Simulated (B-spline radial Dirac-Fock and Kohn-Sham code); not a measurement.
ΔSCF core binding energies without Breit or QED terms, calculated with an atomic code on a B-spline grid.

A sound run for the Pt²⁺ ion, [Xe] 4f14 5d8: The ground state converged in 10 iterations, with total energy -18433.94331 Ha, virial ratio 1.87485 and highest orbital energy -31.13 eV. ΔSCF binding energies: K (1s) 78838.1 eV, L3 (2p3/2) 11627.7 eV. Holes are computed only in closed shells, and unreliable hole states are left out.

A second run, with one unsound setting: The ground state had not converged after 2 iterations, with total energy -18433.77984 Ha, virial ratio 1.87676 and highest orbital energy -32.73 eV. ΔSCF binding energies: K (1s) 78876.8 eV, L3 (2p3/2) 11661.1 eV (not all states converged, so these are not final). Holes are computed only in closed shells, and unreliable hole states are left out.

```
iter   energy (Ha)        error
   1   -18432.91523369  2.23e+00
   2   -18433.77983915  1.53e-01
```

**Question.** Which fault fits the second run best?
A. box too small
B. too few iterations
C. overfilled shell
D. nuclear radius in wrong units

**Answer.** B. The input had maxit = 2: maxit ends the run before self-consistency.
